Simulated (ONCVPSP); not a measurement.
## molybdenum (Mo), ONCV: configuration errors across variants

```
Element                 : Mo
Generator               : ONCVPSP 4.0.1
Type                    : optimised norm-conserving Vanderbilt (ONCV)
Functional              : PBE
Relativity              : fully relativistic
Frozen core             : [Ar] 3d10
Valence charge          : 14
Reference configuration : 4s2 4p6 4d5 5s0.5 5p0.5
Partial waves           : 4s+5s: rc 1.45 bohr, ncon 5, nbas 9, qcut 6.5 1/bohr, 2 projectors; 4p+5p: rc 2.35 bohr, ncon 3, nbas 6, qcut 7.5 1/bohr, 2 projectors; 4d: rc 1.65 bohr, ncon 5, nbas 10, qcut 6.7 1/bohr, 3 projectors, debl 2.9 Ha
Local potential         : polynomial inside 0.95 bohr (lpopt 5, dvloc0 0 Ha)
Core correction         : Teter function fitted to the true core (icmod 2), fcfact 0.45
```

Open shells are filled in proportion to 2j + 1.

All-electron excitation energies from the reference (eV): (1) 4s2 4p6 4d5 5s1 5p0 -1.543; (2) 4s2 4p6 4d5 5s0 5p0 5.348; (3) 4s2 4p6 4d4 5s0 5p0 20.809; (4) 4s2 4p6 4d5 5s0 5p1 1.595.

2 further variants failed, have other tests or another functional or relativity, and are left out.

A true bound ghost makes a file unfit for plane-wave use even where its test errors are small: the radial tests pick states by their node count and pass the ghost by.

Errors AE − PS in meV (a dash: test not solved or not reliable):

| change | (1) | (2) | (3) | (4) | bound ghosts | GHOST(+) flags above zero |
| --- | --- | --- | --- | --- | --- | --- |
| base | -0.1 | -0.1 | +0.6 | 0.0 | none | s |
| d: debl 5.95 | -0.1 | -0.1 | +0.7 | 0.0 | none | s |
| d: rc 1.28 | -0.1 | -0.1 | +1.1 | 0.0 | d5/2, d3/2 | s, d5/2, d3/2 |
| core correction polynomial model core, fcfact 0.55 | -0.1 | -0.1 | +0.6 | 0.0 | none | s |
| d: rc 2.14 | 0.0 | +0.1 | +0.9 | 0.0 | none | s, d5/2, d3/2 |
| p: ncon 4, nbas 7 | -0.1 | -0.1 | +0.7 | 0.0 | none | s |
| s: qcut 7.2 | -0.1 | 0.0 | +0.6 | 0.0 | none | s |
| all radii but the core radius scaled by about 0.91 (s 1.32, p 2.12, d 1.50 bohr); local potential polynomial inside 0.86 bohr (lpopt 5, dvloc0 0 Ha) | -0.1 | 0.0 | +0.8 | 0.0 | none | s |
| local potential polynomial inside 0.95 bohr (lpopt 5, dvloc0 7 Ha) | -0.1 | -0.1 | +0.6 | 0.0 | none | s |

(1) Give the same row for: s: qcut 7.8.

## Answers

(1) -0.1, 0.0, +0.6, 0.0; bound ghosts: none; GHOST(+) flags above zero: s.
